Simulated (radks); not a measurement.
The mean radii <r> (bohr) of the occupied orbitals of an atom or ion are listed with their occupations. All-electron calculation, non-relativistic Kohn-Sham, PBEsol, spin-polarised, spherical densities, point nucleus. Program: a radial shooting solver on a logarithmic mesh with Libxc functionals.

orbital  occ.     <r>
1s up       1  0.1107
1s down     1  0.1107
2s up       1  0.4706

Name the element and its charge. Open shells, if any, are filled with parallel spins first.

Answer. Z = 14, silicon, charge +11: Si11+ in [He] 2s1. The 1s radius gives Z: for a bare nucleus <r> = 1.5/Z, 0.1071 bohr for Z = 14, and screening makes it slightly larger (0.1107 here). The occupations add up to 3, and the charge is Z minus that.
